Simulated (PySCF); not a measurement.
Stepwise substitution at one centre (B H-CH3). All species are isolated molecules in the gas phase. Strings in code marks are SMILES.

Computed with PBE-D3(BJ)/def2-TZVP // CAM-B3LYP-D3(BJ)/def2-TZVP run with PySCF 2.14.0. Excitations are Tamm–Dancoff values on a coarser integration grid. The basis has no diffuse functions, so Rydberg states are missing or too high.

```
species                                S1 oscillator strength  T1 excitation (TDA) (eV)  HOMO (eV)  HOMO–LUMO gap (eV)  dipole moment (D)
-------------------------------------  ----------------------  ------------------------  ---------  ------------------  -----------------
0 of 3 H replaced by CH3 (`B`)                              –                         –      -8.48                5.44               0.00
1 of 3 H replaced by CH3                           (withheld)                (withheld)      -7.58                5.32               0.78
2 of 3 H replaced by CH3 (`CBC`)                   (withheld)                      5.19      -7.24                5.63               0.47
3 of 3 H replaced by CH3 (`B(C)(C)C`)                   0.001                (withheld)      -7.10                5.96               0.07
```

Problem. Fill in the missing entries.

Solution. 
- 1 of 3 H replaced by CH3, S1 oscillator strength: 0.000
- 1 of 3 H replaced by CH3, T1 excitation (TDA) (eV): 4.83
- 2 of 3 H replaced by CH3 (`CBC`), S1 oscillator strength: 0.002
- 3 of 3 H replaced by CH3 (`B(C)(C)C`), T1 excitation (TDA) (eV): 5.59
